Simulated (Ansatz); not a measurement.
A geometry optimisation of C4H6BBr with PBE-D3(BJ)/def2-SVP

The starting geometry of this gas-phase singlet was optimised with GFN2-xTB; its bonds are those of `B/C=C/C=C/Br`.

```xyz
12

C    -0.3700   -0.4916    1.2886
C     0.2977   -0.4479    0.1169
C     1.3372   -1.3691   -0.2512
C     1.9807   -1.2966   -1.4174
B    -1.4815    0.4980    1.6746
Br    3.3439   -2.4973   -1.9117
H    -2.0163    0.4074    2.7097
H    -1.7899    1.3419    0.9262
H    -0.0826   -1.2835    1.9737
H     0.0567    0.3183   -0.6099
H     1.5908   -2.1427    0.4617
H     1.7758   -0.5495   -2.1683
```

Predict what it relaxes into with PBE-D3(BJ)/def2-SVP.

It keeps its bonds, and is `B/C=C/C=C/Br`.

The energy falls by 0.13 eV over 6 steps:

```csv
step,E − E(last) (eV)
1,0.132
2,0.014
3,0.001
4,0.000
5,0.000
6,0.000
```

Final geometry (Å):

```yaml
atoms:
  - { symbol: C, position_ang: [-0.3792, -0.5138, 1.3354] }
  - { symbol: C, position_ang: [0.3066, -0.4762, 0.1448] }
  - { symbol: C, position_ang: [1.3538, -1.3938, -0.2408] }
  - { symbol: C, position_ang: [1.9903, -1.2970, -1.4364] }
  - { symbol: B, position_ang: [-1.4805, 0.5037, 1.6643] }
  - { symbol: Br, position_ang: [3.3570, -2.4590, -1.9850] }
  - { symbol: H, position_ang: [-2.0877, 0.4710, 2.7192] }
  - { symbol: H, position_ang: [-1.7524, 1.3668, 0.8452] }
  - { symbol: H, position_ang: [-0.0961, -1.3149, 2.0442] }
  - { symbol: H, position_ang: [0.0460, 0.3134, -0.5846] }
  - { symbol: H, position_ang: [1.6355, -2.1925, 0.4659] }
  - { symbol: H, position_ang: [1.7492, -0.5203, -2.1792] }
```

The end wasn't checked by frequencies. Run with Ansatz 0.2.0, 6.9 s on 2 threads of Intel(R) Xeon(R) 6975P-C (Granite Rapids) (shared host).
